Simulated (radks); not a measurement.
The numbers below are computed, except where a source is named.
How relativity changes the ionisation of neutral lithium ([He] 2s1) to Li+ ([He]). Spin-unpolarised spherical Kohn-Sham, BLYP, point nucleus unless stated (finite: rms radius 2.444 fm), a radial shooting solver on a logarithmic mesh with Libxc functionals. A level marked "c x" has the speed of light scaled by that factor.

| level | E(Li) (hartree) | E(Li+) (hartree) | IE (eV) | HOMO | <r> HOMO (bohr) |
|---|---|---|---|---|---|
| non-rel. | -7.47498 | -7.27943 | 5.321 | 2s | 3.886 |
| scalar-rel. | -7.47581 | -7.28025 | 5.322 | 2s | 3.885 |
| scalar-rel., finite nucleus | -7.47581 | -7.28025 | 5.322 | 2s | 3.885 |
| Dirac | -7.47581 | -7.28025 | 5.322 | 2s1/2 | 3.885 |
| Dirac, finite nucleus | -7.47581 | -7.28025 | 5.322 | 2s1/2 | 3.885 |
| Dirac, c x 1.25 | -7.47551 | -7.27995 | 5.321 | 2s1/2 | 3.885 |
| Dirac, c x 5 | -7.47501 | -7.27946 | 5.321 | 2s1/2 | 3.886 |
| Dirac, c x 10 | -7.47498 | -7.27944 | 5.321 | 2s1/2 | 3.886 |

NIST Atomic Spectra Database: 5.392 eV (measured). The relativistic part of the total energy of Li is -0.0008358 hartree (Dirac, finite nucleus), 0.011 % of the non-relativistic value. Spin polarisation and multiplet splitting of open shells are left out at every level.

Beside tabulated values, note that spin-unpolarised runs miss the spin-polarisation part of the exchange energy of open shells.
